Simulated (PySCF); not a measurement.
PySCF 2.14 output of a UHF calculation on a single atom or ion in x2c-QZVPPall, with the spin-free X2C one-electron Hamiltonian (Gaussian nucleus):

```
SCF conv_tol = 1e-09
number electrons alpha = 21  beta = 19
cycle= 1 E= -3596.12239154109  delta_E= -0.0063  |g|= 0.0267  |ddm|= 0.0895
cycle= 2 E= -3596.12392407492  delta_E= -0.00153  |g|= 0.0153  |ddm|= 0.0522
cycle= 3 E= -3596.12559879665  delta_E= -0.00167  |g|= 0.0151  |ddm|= 0.0637
cycle= 4 E= -3596.12401729492  delta_E= 0.00158  |g|= 0.0137  |ddm|= 0.0617
cycle= 5 E= -3596.12033332369  delta_E= 0.00368  |g|= 0.0123  |ddm|= 0.209
cycle= 6 E= -3596.12024881489  delta_E= 8.45e-05  |g|= 0.0101  |ddm|= 0.0195
cycle= 7 E= -3596.12022615724  delta_E= 2.27e-05  |g|= 0.00596  |ddm|= 0.0985
cycle= 8 E= -3596.12038480625  delta_E= -0.000159  |g|= 0.00486  |ddm|= 0.036
cycle= 9 E= -3596.12081493452  delta_E= -0.00043  |g|= 0.00355  |ddm|= 0.0955
cycle= 10 E= -3596.12085413056  delta_E= -3.92e-05  |g|= 0.00211  |ddm|= 0.0483
cycle= 11 E= -3596.12085610055  delta_E= -1.97e-06  |g|= 0.000809  |ddm|= 0.0216
cycle= 12 E= -3596.12085964291  delta_E= -3.54e-06  |g|= 0.000209  |ddm|= 0.00911
cycle= 13 E= -3596.12085971113  delta_E= -6.82e-08  |g|= 8.54e-05  |ddm|= 0.00161
cycle= 14 E= -3596.12085972852  delta_E= -1.74e-08  |g|= 3.07e-05  |ddm|= 0.00103
cycle= 15 E= -3596.1208597293  delta_E= -7.82e-10  |g|= 5.49e-06  |ddm|= 0.000141
converged SCF energy = -3596.1208597293  <S^2> = 2.0792554  2S+1 = 3.0523797
```

The run itself started from symmetry-adapted Hartree-Fock orbitals and held the occupation by maximum overlap, so the iterations belong to that start.

Problem. Which element, charge and spin multiplicity is this?

Solution. Zr (zirconium, neutral), multiplicity 3; the state was [Kr] 4d1 5s2 5p1, one real determinant (an excited configuration).

⟨L²⟩ = 8.57 against 12 for a pure F term, so this real determinant mixes terms. ⟨S²⟩ = 2.08 against 2.00 shows spin contamination.
